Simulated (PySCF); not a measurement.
Molecule: `FC(C(=O)O)(F)F`, C₂HF₃O₂.

Structure with atom numbers: `[O:1]=[C:2]([OH:3])[C:4]([F:5])([F:6])[F:7]`; H(Xn) means a hydrogen on atom n.

Geometry PBE0-D3(BJ)/def2-SVP throughout; GIAO in PySCF, gas phase, one conformer, non-relativistic; equivalent atoms averaged; basis pcSseg-2.

(1) How do the absolute shieldings σ depend on the functional? (ppm; last column core-seconds on 1 thread of an x86-64 server CPU, shared host; the GGAs took longer than the global hybrids here, which isn't the general rule, and the cause wasn't traced)

(2) Which nucleus moves most, in ppm?

Answers

(1) 
```tsv
functional	kind	O1	O3	C2	C4	F5/F6/F7	H(O3)	core-s
HF	Hartree–Fock	-95.7	169.6	24.6	84.7	303.2	25.06	12
LDA	LDA	-108.4	116.1	10.6	47.7	237.7	24.43	28
OPBE	GGA	-80.7	128.3	24.7	60.0	252.3	25.04	37
KT2	GGA	-75.7	127.3	25.0	58.0	243.3	25.22	36
B3LYP	global hybrid	-105.5	128.8	11.5	53.5	256.4	25.12	23
mPW1PW91	global hybrid	-104.8	133.0	15.9	59.3	261.8	24.99	26
WP04	global hybrid	-110.8	121.7	5.0	44.2	258.6	24.99	24
BHandHLYP	global hybrid	-107.7	145.0	15.4	65.4	275.3	24.99	24
LC-wPBE	range-separated hybrid	-99.2	144.3	14.9	60.4	267.3	24.91	43
```

(2) F5/F6/F7 (fluorine of a CF3 group): from 237.7 ppm with LDA to 303.2 ppm with HF. The smallest spread is 0.79 ppm, at H(O3). Proton shifts span only some 12 ppm, so a few tenths of a ppm matter as much there as several ppm in carbon.
